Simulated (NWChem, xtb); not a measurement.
**How methods differ on CH5ClO2Si2 (SMILES O=C([SiH3])[SiH](O)Cl)**

CH5ClO2Si2: 11 atoms, total charge 0, spin state singlet. As SMILES, `O=C([SiH3])[SiH](O)Cl`. The shape is that of a PBE0-D4/def2-TZVP optimisation. This is one conformer, not always the lowest.

```xyz
11

O    -0.0062   -1.7370    0.4774
C     0.1323   -0.6186    0.0160
Si    0.6113   -0.3861   -1.8456
Si   -0.2829    0.8158    1.2409
O    -0.6573    0.0901    2.6457
Cl   -1.8676    1.7953    0.3764
H     1.5044   -1.4975   -2.2516
H    -0.6451   -0.4029   -2.6361
H     1.2838    0.9291   -2.0070
H     0.7832    1.8160    1.4504
H    -0.7904   -0.8613    2.5541
```

Quantity: the dipole moment, in D. The values are calculated.

```json
{"level": "GFN2-xTB", "kind": "semi-empirical", "program": "xtb", "value (D)": "1.73", "CPU time": "under 2 s"}
{"level": "GFN0-xTB", "kind": "semi-empirical", "program": "xtb", "value (D)": "1.37", "CPU time": "under 2 s"}
{"level": "GFN1-xTB", "kind": "semi-empirical", "program": "xtb", "value (D)": "1.23", "CPU time": "under 2 s"}
{"level": "HF/STO-3G", "kind": "Hartree–Fock", "program": "NWChem", "value (D)": "2.85", "CPU time": "9 s"}
{"level": "HF/3-21G", "kind": "Hartree–Fock", "program": "NWChem", "value (D)": "2.93", "CPU time": "11 s"}
{"level": "HF/def2-SVP", "kind": "Hartree–Fock", "program": "NWChem", "value (D)": "1.95", "CPU time": "31 s"}
{"level": "B3LYP/6-31G* (Cartesian functions)", "kind": "global hybrid", "program": "NWChem", "value (D)": "1.76", "CPU time": "93 s"}
{"level": "wB97X/6-311+G**", "kind": "range-separated hybrid", "program": "NWChem", "value (D)": "2.05", "CPU time": "9.9 min"}
```

The values span 1.23 to 2.93 D. Sets without polarisation functions give poor dipoles. Without the sets that lack polarisation functions the rows with a basis span only 1.76 to 2.05 D. CPU times are rough (shared hosts, several kinds of processor): they show what a rung costs within a factor of a few.
